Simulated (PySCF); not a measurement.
# What binds GeSe: the parts of the energy along the bond

State: ¹Σ⁺, singlet, closed shell. RHF-based CCSD(T) in PySCF 2.14 with Ge cc-pwCVDZ-PP with ECP10, Se aug-cc-pVDZ-PP with ECP10 and Ge cc-pwCVTZ-PP with ECP10, Se aug-cc-pVTZ-PP with ECP10 (frozen core orbitals: 13; scalar-relativistic core potentials). Correlation energies are extrapolated as n⁻³ (n = 2, 3), Hartree–Fock as (n+1)·exp(−9√n). CV is the change on freezing 8 orbitals instead, in Ge cc-pwCVTZ-PP with ECP10, Se cc-pwCVTZ-PP with ECP10. All energies in eV from Ge + Se.

```json
{"R (Å)": "1.8905", "HF/CBS": "-1.791", "CCSD corr.": "-1.962", "(T)": "-0.2688", "CV": "-0.1203", "total": "-4.142"}
{"R (Å)": "1.9765", "HF/CBS": "-2.419", "CCSD corr.": "-1.968", "(T)": "-0.2912", "CV": "-0.0935", "total": "-4.771"}
{"R (Å)": "2.0624", "HF/CBS": "-2.696", "CCSD corr.": "-1.985", "(T)": "-0.3172", "CV": "-0.0724", "total": "-5.070"}
{"R (Å)": "2.1483", "HF/CBS": "-2.722", "CCSD corr.": "-2.011", "(T)": "-0.3473", "CV": "-0.0559", "total": "-5.136"}
{"R (Å)": "2.2343", "HF/CBS": "-2.570", "CCSD corr.": "-2.044", "(T)": "-0.3815", "CV": "-0.0432", "total": "-5.039"}
{"R (Å)": "2.3417", "HF/CBS": "-2.212", "CCSD corr.": "-2.094", "(T)": "-0.4304", "CV": "-0.0317", "total": "-4.768"}
{"R (Å)": "2.4491", "HF/CBS": "-1.737", "CCSD corr.": "-2.149", "(T)": "-0.4863", "CV": "-0.0240", "total": "-4.396"}
```

A fit to the total gives Re = 2.1351 Å, De = 5.138 eV, ωe = 404.3 cm⁻¹, Be = 0.09630 cm⁻¹ (masses 73.9212 and 79.9165 u).

Question: At R = 2.1483 Å the CCSD correlation energy is -0.442885 hartree in the smaller basis and -0.684505 in the larger. Extrapolate it.

Answer: (3³·E3 − 2³·E2)/(3³ − 2³) = -0.78624 hartree; the larger basis holds 87.1 % of it.

The T1 diagnostic is 0.024, large enough to doubt a single reference. The open-shell atoms are computed with UHF. Spin–orbit coupling, excitations beyond (T) and corrections to the Born–Oppenheimer picture are left out.
